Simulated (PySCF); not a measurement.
Ge(NH2)(SH) (GeH3NS), SMILES [NH2][Ge][SH] (connectivity only; charge and spin as stated), neutral, multiplicity 1. Atoms are numbered in the order given.

```xyz
6

Ge     0.4950     0.4800     0.0000
N     -1.1200     1.3082     0.0000
H     -1.1888     2.3132     0.0000
H     -2.0213     0.8563     0.0000
S     -0.3523    -1.5937     0.0000
H      0.8460    -2.1891     0.0000
```

Coordinates come from a ωB97X-D3(BJ)/def2-TZVP optimisation. Other conformers were not sampled.

The numbers are results of r2SCAN/def2-TZVPD (PySCF), not measurements.

Mulliken values depend strongly on the basis, most of all with diffuse functions as here. ESP charges are fitted to the potential on shells at 1.4 to 2.0 van der Waals radii. Atomic charges (e):

```json
[
 {"atom": "Ge1", "ESP fit": "0.09", "Mulliken": "0.30"},
 {"atom": "N2", "ESP fit": "-0.65", "Mulliken": "-0.40"},
 {"atom": "H3", "ESP fit": "0.32", "Mulliken": "0.19"},
 {"atom": "H4", "ESP fit": "0.34", "Mulliken": "0.20"},
 {"atom": "S5", "ESP fit": "-0.27", "Mulliken": "-0.51"},
 {"atom": "H6", "ESP fit": "0.17", "Mulliken": "0.23"}
]
```
